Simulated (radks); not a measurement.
Isoelectronic series with 2 electrons, all held in the configuration [He], which need not be the ground one along the series. Method: scalar-relativistic Kohn-Sham, PBE, spin-polarised, spherical densities, finite nucleus; Fermi nuclear charge, rms radius of each element as measured or else 0.836 A^(1/3) + 0.57 fm; computed with a radial shooting solver on a logarithmic mesh with Libxc functionals. Total energies (hartree) and orbital eigenvalues (eV):

| ion | E (hartree) | 1s |
|---|---|---|
| He | -2.89307 | -15.7638 |
| B3+ | -21.98899 | -231.3817 |
| O6+ | -59.11735 | -692.2744 |
| Si12+ | -187.72319 | -2353.100 |
| Cl15+ | -279.39034 | -3555.518 |
| Ca18+ | -389.47259 | -5008.217 |
| V21+ | -518.13497 | -6713.389 |
| Fe24+ | -665.57267 | -8673.637 |
| Cu27+ | -832.01256 | -10891.99 |
| Ge30+ | -1017.71467 | -13371.93 |
| Br33+ | -1222.97568 | -16117.42 |
| Sr36+ | -1448.12953 | -19132.94 |
| Nb39+ | -1693.55030 | -22423.52 |
| Ru42+ | -1959.65569 | -25994.76 |
| Ag45+ | -2246.91653 | -29852.97 |
| Sn48+ | -2555.84837 | -34005.09 |
| I51+ | -2887.02977 | -38458.89 |
| Ba54+ | -3241.1018 | -43222.99 |
| Pr57+ | -3618.7798 | -48307.00 |
